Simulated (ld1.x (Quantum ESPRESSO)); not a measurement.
**lutetium, PAW: configuration errors across variants**

```json
{
  "Element": "lutetium",
  "Generator": "ld1.x (Quantum ESPRESSO) 7.5",
  "Type": "PAW",
  "Functional": "PBEsol",
  "Relativity": "scalar-relativistic",
  "Frozen core": "[Kr] 4d10",
  "Valence charge": "25",
  "Reference configuration": "4f13 5s2 5p6 5d2 6s2 6p0",
  "Partial waves": "5s (bound): rcut 1.50, rcutus 1.70 bohr; 6s (bound): rcut 1.50, rcutus 1.70 bohr; 5p (bound): rcut 1.80, rcutus 2.45 bohr; 6p (bound, empty): rcut 1.80, rcutus 2.45 bohr; 5d (bound): rcut 1.75, rcutus 2.40 bohr; 5d channel at 0.85 Ry: rcut 1.75, rcutus 2.40 bohr; 4f (bound): rcut 1.00, rcutus 1.20 bohr; 4f channel at 3.75 Ry: rcut 1.00, rcutus 1.20 bohr",
  "Local potential": "all-electron potential smoothed inside 1.15 bohr (lloc = -1)",
  "Core correction": "Bessel-smoothed model core, default radius (core density twice the valence density)",
  "Augmentation charge": "PSQ, inside the norm-conserving radii"
}
```

All-electron excitation energies from the reference (eV): (1) 4f14 5s2 5p6 5d1 6s2 6p0 -10.928; (2) 4f14 5s2 5p6 5d1 6s1 6p0 -3.540; (3) 4f14 5s2 5p6 5d1 6s0 6p0 9.681; (4) 4f14 5s2 5p6 5d0 6s0 6p0 29.584; (5) 4f14 5s2 5p6 5d1 6s0 6p2 -3.856.

The overlap operator is not positive definite (basis up to 400 Ry) in “base”, “wave 4f channel at 3.75 Ry: rcut 1.00, rcutus 1.20 bohr becomes 4f channel at -1.11 Ry: rcut 1.00, rcutus 1.20 bohr”, “wave 4f channel at 3.75 Ry: rcut 1.00, rcutus 1.20 bohr becomes 4f channel at -0.74 Ry: rcut 1.00, rcutus 1.20 bohr”, “wave 4f channel at 3.75 Ry: rcut 1.00, rcutus 1.20 bohr becomes 4f channel at -0.26 Ry: rcut 1.00, rcutus 1.20 bohr”, “wave 4f channel at 3.75 Ry: rcut 1.00, rcutus 1.20 bohr becomes 4f channel at 0.69 Ry: rcut 1.00, rcutus 1.20 bohr”, “wave 4f channel at 3.75 Ry: rcut 1.00, rcutus 1.20 bohr becomes 4f channel at 2.13 Ry: rcut 1.00, rcutus 1.20 bohr”, “wave 4f channel at 3.75 Ry: rcut 1.00, rcutus 1.20 bohr becomes 4f channel at 3.97 Ry: rcut 1.00, rcutus 1.20 bohr”. Such files are unfit for use, however small their errors in these radial tests.

Tests that are not counted but printed errors over 1 eV. “wave 4f channel at 3.75 Ry: rcut 1.00, rcutus 1.20 bohr becomes 4f channel at -1.11 Ry: rcut 1.00, rcutus 1.20 bohr”: 4f13 5s2 5p6 5d0 6s0 6p0 (solver errors, printed error -6007 eV). “wave 4f channel at 3.75 Ry: rcut 1.00, rcutus 1.20 bohr becomes 4f channel at -0.74 Ry: rcut 1.00, rcutus 1.20 bohr”: 4f13 5s2 5p6 5d0 6s0 6p0 (solver errors, printed error -5994 eV). “wave 4f channel at 3.75 Ry: rcut 1.00, rcutus 1.20 bohr becomes 4f channel at -0.26 Ry: rcut 1.00, rcutus 1.20 bohr”: 4f13 5s2 5p6 5d0 6s0 6p0 (solver errors, printed error -5976 eV). “wave 4f channel at 3.75 Ry: rcut 1.00, rcutus 1.20 bohr becomes 4f channel at 3.97 Ry: rcut 1.00, rcutus 1.20 bohr”: 4f13 5s2 5p6 5d0 6s0 6p0 (solver errors, printed error -5996 eV).

A true bound ghost makes a file unfit for plane-wave use even where its test errors are small: the radial tests pick states by their node count and pass the ghost by. Where a test does run into it, the solver fails or the error is huge.

Errors AE − PS in meV (a dash: test not solved or not reliable):

| change | (1) | (2) | (3) | (4) | (5) | bound ghosts |
| --- | --- | --- | --- | --- | --- | --- |
| base | -1556 | -1578 | -1547 | -1092 | -1554 | d (s, p not tested, overlap not positive) |
| wave 4f channel at 3.75 Ry: rcut 1.00, rcutus 1.20 bohr becomes 4f channel at -1.11 Ry: rcut 1.00, rcutus 1.20 bohr | -1440 | -1460 | -1427 | -973 | -1482 | d (s, p not tested, overlap not positive) |
| wave 4f channel at 3.75 Ry: rcut 1.00, rcutus 1.20 bohr becomes 4f channel at -0.74 Ry: rcut 1.00, rcutus 1.20 bohr | -1484 | -1505 | -1473 | -1019 | -1521 | d (s, p not tested, overlap not positive) |
| wave 4f channel at 3.75 Ry: rcut 1.00, rcutus 1.20 bohr becomes 4f channel at -0.26 Ry: rcut 1.00, rcutus 1.20 bohr | -1479 | -1499 | -1468 | -1019 | -1512 | d (s, p not tested, overlap not positive) |
| wave 4f channel at 3.75 Ry: rcut 1.00, rcutus 1.20 bohr becomes 4f channel at 0.69 Ry: rcut 1.00, rcutus 1.20 bohr | -1321 | -1335 | -1300 | -888 | -1347 | d (s, p not tested, overlap not positive) |
| wave 4f channel at 3.75 Ry: rcut 1.00, rcutus 1.20 bohr becomes 4f channel at 2.13 Ry: rcut 1.00, rcutus 1.20 bohr | – | – | – | – | – | d (s, p not tested, overlap not positive) |
| wave 4f channel at 3.75 Ry: rcut 1.00, rcutus 1.20 bohr becomes 4f channel at 3.97 Ry: rcut 1.00, rcutus 1.20 bohr | -1553 | -1575 | -1544 | -1089 | -1550 | d (s, p not tested, overlap not positive) |

Give the same row for: wave 4f channel at 3.75 Ry: rcut 1.00, rcutus 1.20 bohr becomes 4f channel at -1 Ry: rcut 1.00, rcutus 1.20 bohr.

-1464, -1485, -1452, -998, -1504; bound ghosts: d (s, p not tested, overlap not positive). Its overlap operator is not positive definite in a basis up to 400 Ry (lowest eigenvalue s -0.17, p -0.59), so the file is unfit for use: the generalised eigenproblem breaks down once the basis is large enough, and its test numbers describe a broken file.
